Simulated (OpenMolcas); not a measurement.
## Au5+: moving or changing the point charges

Au5+ among 6 point charges of -1.5 e arranged as a trigonal antiprism (D3d), 1.88 Å from the ion, with a polar angle of 53.6° against the regular 54.74°.

| Item | Value |
| --- | --- |
| Program | OpenMolcas |
| Method | CASSCF |
| Basis | ANO-RCC-VDZP [7s6p4d2f] |
| Scalar Hamiltonian | DKH2, point nucleus |
| Active space | 6 electrons in 5 orbitals (5d) |
| State averaging | 2S+1 = 5 even, 5 roots; 2S+1 = 3 even, 45 roots; 2S+1 = 1 even, 50 roots |
| Spin-orbit coupling | state interaction with AMFI integrals over the reference wave functions |

Runs around this geometry, states (labels of D3, the rotations of D3d). Energies in cm-1 above the lowest state or level, χT in cm3 K/mol.

| R (Å) | q (e) | Polar angle / regular | Ground state | First state of that spin | First gap with spin-orbit (degeneracies) | χT at 300 K | First state of another spin |
| --- | --- | --- | --- | --- | --- | --- | --- |
| 1.88 | -1.5 | 0.9 | 5E | 5A1 4905 | 1383 (2, 1) | 4.318 | 3E 17455 |
| 1.88 | -0.98 | 0.98 | 5E | 5A1 568.2 | 326.2 (2, 1) | 4.737 | 3E 18538 |
| 1.75 | -1.5 | 0.98 | 5E | 5A1 1045 | 113.8 (1, 2) | 3.089 | 3E 14296 |
| 1.88 | -1.5 | 0.98 | 5E | 5A1 869.6 | 310.2 (2, 1) | 4.391 | 3E 16691 |
| 2.07 | -1.5 | 0.98 | 5E | 5A1 675.8 | 366.2 (2, 1) | 4.731 | 3E 18726 |

Taking the first state of the same spin as R^-n, n = -ln(675.8 / 1045) / ln(2.07 / 1.75) = 2.6 between the shortest and longest distance.

Scaling the charges by -0.98 / -1.5 = 0.65 scales the first state of the same spin by 568.2 / 869.6 = 0.65; with fixed orbitals a first-order splitting would follow the charge.

Without dynamic correlation the repulsion within the d shell is too large (B by tens of per cent), so at a given field states of lower spin stand too high. Point charges give a weaker field than real ligands, and real ions of this kind are as a rule low spin; the high spin found here belongs to the model. Spin-orbit coupling mixes the spin-free states strongly: the lowest level takes only 68 % from its leading state, 5E (figures for R = 1.88, q = -0.98, ratio = 0.98; the like holds for R = 1.75, q = -1.5, ratio = 0.98, R = 1.88, q = -1.5, ratio = 0.98, R = 2.07, q = -1.5, ratio = 0.98). An orbital doublet at a regular site is open to a Jahn-Teller distortion, which this geometry leaves out (holds for R = 1.88, q = -1.5, ratio = 0.9; R = 1.88, q = -0.98, ratio = 0.98; R = 1.88, q = -1.5, ratio = 0.98; R = 2.07, q = -1.5, ratio = 0.98). The ground term spreads over less than 5000 cm-1, several times less than with real ligands, so orbital moments are less quenched and χT lies further from the spin-only value than at real sites (holds for R = 1.88, q = -0.98, ratio = 0.98; R = 2.07, q = -1.5, ratio = 0.98). This shell can be high or low spin here, a state of another spin lies low, and with metal d orbitals alone active their balance is uncertain, so the ground spin may be wrong (holds for R = 1.75, q = -1.5, ratio = 0.98). This is an electrostatic model: the charges have no orbitals. No measured value stands beside these numbers.
